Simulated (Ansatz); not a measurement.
The cluster Hf₇. Charge 0, multiplicity 3. Geometry PBE-D4/def2-SVP; atoms count from 1.

| atom | x (Å) | y (Å) | z (Å) |
| --- | --- | --- | --- |
| Hf1 | -0.015 | 0.263 | 2.411 |
| Hf2 | 1.922 | -1.294 | 0.781 |
| Hf3 | -1.192 | 0.649 | -1.954 |
| Hf4 | 1.119 | -1.002 | -1.929 |
| Hf5 | 0.947 | 1.273 | -0.112 |
| Hf6 | -1.883 | 1.416 | 0.646 |
| Hf7 | -0.898 | -1.304 | 0.157 |

In the def2 sets Hf takes a core potential; there is no spin–orbit coupling. The structure comes from a short search, and lower isomers may exist.

Q: Estimate the Mulliken populations from the PBE/def2-TZVP orbitals of Ansatz.

A: 
| atom | charge (e) | spin (α − β) | d electrons |
| --- | --- | --- | --- |
| Hf1 | -0.11 | 0.43 | 2.58 |
| Hf2 | -0.12 | 0.34 | 2.55 |
| Hf3 | -0.02 | 0.61 | 2.65 |
| Hf4 | -0.07 | 0.26 | 2.57 |
| Hf5 | 0.17 | 0.01 | 2.61 |
| Hf6 | -0.03 | 0.32 | 2.59 |
| Hf7 | 0.17 | 0.01 | 2.61 |
Mulliken values depend strongly on the basis.

Q: Where does the spin sit?

A: Summed by element: Hf 2.00, of 2 unpaired in all. Largest on single atoms: Hf3 0.61, Hf1 0.43, Hf2 0.34.

Q: And the Mayer bond orders between heavy atoms (over 0.3)?

A: Hf1–Hf2 1.08 (2.97 Å); Hf1–Hf5 0.97 (2.88 Å); Hf1–Hf6 1.36 (2.82 Å); Hf1–Hf7 0.97 (2.88 Å); Hf2–Hf4 1.34 (2.84 Å); Hf2–Hf5 0.97 (2.89 Å); Hf2–Hf7 0.97 (2.89 Å); Hf3–Hf4 1.26 (2.84 Å); Hf3–Hf5 0.92 (2.89 Å); Hf3–Hf6 1.35 (2.80 Å); Hf3–Hf7 0.92 (2.89 Å); Hf4–Hf5 0.92 (2.92 Å); Hf4–Hf7 0.92 (2.92 Å); Hf5–Hf6 0.88 (2.93 Å); Hf5–Hf7 0.40 (3.18 Å); Hf6–Hf7 0.88 (2.93 Å).
